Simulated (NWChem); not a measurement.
Program: NWChem. System: H4S2Si, charge 0, spin multiplicity 1, at a geometry optimised with PBE/def2-SVP. The structure started from a generated list of species. Level: G0W0@PBE/def2-TZVPD, RI basis def2-tzvpd-rifit.

Job file:

```
start mol
memory heap 200 mb stack 700 mb global 1700 mb
geometry units angstroms nocenter noautoz
  Si     0.000000     0.000000    -0.784478
  S     -0.546896     1.735700     0.380106
  S      0.546896    -1.735700     0.380106
  H     -1.213561    -0.228362    -1.638067
  H      1.213561     0.228362    -1.638067
  H      0.640597     1.792864     1.047714
  H     -0.640597    -1.792864     1.047714
  symmetry group C2
end
basis spherical
  * library def2-tzvpd
end
basis "ri basis" bse spherical
  * library def2-tzvpd-rifit
end
dft
  xc xpbe96 cpbe96
  iterations 100
  direct
  tolerances tight
end
task dft energy
gw
  method cdgw
  states alpha occ 4 vir 2
end
task dft gw
```

NWChem printed:

```
             Northwest Computational Chemistry Package (NWChem) 7.3.0
             --------------------------------------------------------

                                NWChem Input Module
                                -------------------

 Scaling coordinates for geometry "geometry" by  1.889725989
 (inverse scale =  0.529177249)

 Turning off AUTOSYM since
 SYMMETRY directive was detected!

                             Geometry "geometry" -> ""
                             -------------------------

 Output coordinates in angstroms (scale by  1.889725989 to convert to a.u.)

  No.       Tag          Charge          X              Y              Z
 ---- ---------------- ---------- -------------- -------------- --------------
    1 Si                  14.0000     0.00000000     0.00000000    -0.78447800
    2 S                   16.0000    -0.54689600     1.73570000     0.38010600
    3 S                   16.0000     0.54689600    -1.73570000     0.38010600
    4 H                    1.0000    -1.21356100    -0.22836200    -1.63806700
    5 H                    1.0000     1.21356100     0.22836200    -1.63806700
    6 H                    1.0000     0.64059700     1.79286400     1.04771400
    7 H                    1.0000    -0.64059700    -1.79286400     1.04771400

 Effective nuclear repulsion energy (a.u.)     191.8839485549

            Nuclear Dipole moment (a.u.)
            ----------------------------
        X                 Y               Z
 ---------------- ---------------- ----------------
     0.0000000000     0.0000000000    -0.0000113384

      Symmetry information
      --------------------

 Group name             C2
 Group number              4
 Group order               2
 No. of unique centers     4

      Symmetry unique atoms

     1    2    4    6


 Summary of "ao basis" -> "" (spherical)
 ------------------------------------------------------------------------------
       Tag                 Description            Shells   Functions and Types
 ---------------- ------------------------------  ------  ---------------------
 *                         def2-tzvpd                 on all atoms
[...]
         206.497606638492         203.492741293566           0.000000000000
           0.000000000000           0.000000000000         793.300473980910

     Multipole analysis of the density
     ---------------------------------

     L   x y z        total         alpha         beta         nuclear
     -   - - -        -----         -----         ----         -------
     0   0 0 0      0.000000    -25.000000    -25.000000     50.000000

     1   1 0 0     -0.000000     -0.000000     -0.000000      0.000000
     1   0 1 0     -0.000000     -0.000000     -0.000000      0.000000
     1   0 0 1      0.051222      0.025617      0.025617     -0.000011

     2   2 0 0    -30.684772    -39.156452    -39.156452     47.628132
     2   1 1 0      2.255071     50.273678     50.273678    -98.292286
     2   1 0 1      0.000000      0.000000      0.000000      0.000000
     2   0 2 0    -33.078569   -200.338331   -200.338331    367.598092
     2   0 1 1     -0.000000     -0.000000     -0.000000      0.000000
     2   0 0 2    -30.672430    -52.477060    -52.477060     74.281690

 Task  times  cpu:       21.7s     wall:       21.7s

                                NWChem Input Module
                                -------------------

                                 NWChem GW Module
                                 ----------------

                             ***********************
                             ***        GW       ***
                             ***********************

 Summary of "ri basis" -> "ri basis" (spherical)
 ------------------------------------------------------------------------------
       Tag                 Description            Shells   Functions and Types
 ---------------- ------------------------------  ------  ---------------------
 Si                     def2-tzvpd-rifit            33      129   10s8p7d6f2g
 S                      def2-tzvpd-rifit            33      129   10s8p7d6f2g
 H                      def2-tzvpd-rifit            10       24   5s3p2d

                 Memory Information
                 ------------------
          Available GA per process is          1699.8 MBs
          Available stack per process is        700.0 MBs
          Available heap per process is           0.0 MBs

          Peak memory in Initialization
              Peak GA per process is                 19.0 MBs
              Peak stack per process is               0.3 MBs
              Peak heap per process is               19.7 MBs
              Memory not in MA per process            0.0 MBs

          Peak memory in CDGW Calculation
              Peak GA per process is                 22.8 MBs
              Peak stack per process is               3.6 MBs
              Peak heap per process is                3.8 MBs
              Memory not in MA per process            0.0 MBs

          Computing 2-center integrals
          Computing Inverse Cholesky factor
          Computing 3-center integrals
          Computing Vxc

          Computing Sigma_x
          Computing W(iw) on the imaginary grid
          Solving quasiparticle equations

                  Alpha Orbitals
          State     Energy (eV)     Error (eV)
          -----------------------------------
@GW        22        -11.562           0.005
@GW        23        -10.930           0.002
@GW        24         -9.430           0.002
@GW        25         -9.051           0.002
@GW        26          1.215           0.002
@GW        27          1.100           0.004

     GW Timing Statistics
   ------------------------
   Init.   :          0.1s
     ERIs  :          2.6s
     Distr.:          0.0s
     Vxc   :          0.5s
   Vmo     :          0.0s
   iW      :          4.8s
   I_n     :          0.0s
   R_n     :          1.1s
   GW total:          9.1s

 Task  times  cpu:        9.1s     wall:        9.1s

 Total times  cpu:       30.8s     wall:       30.8s
```
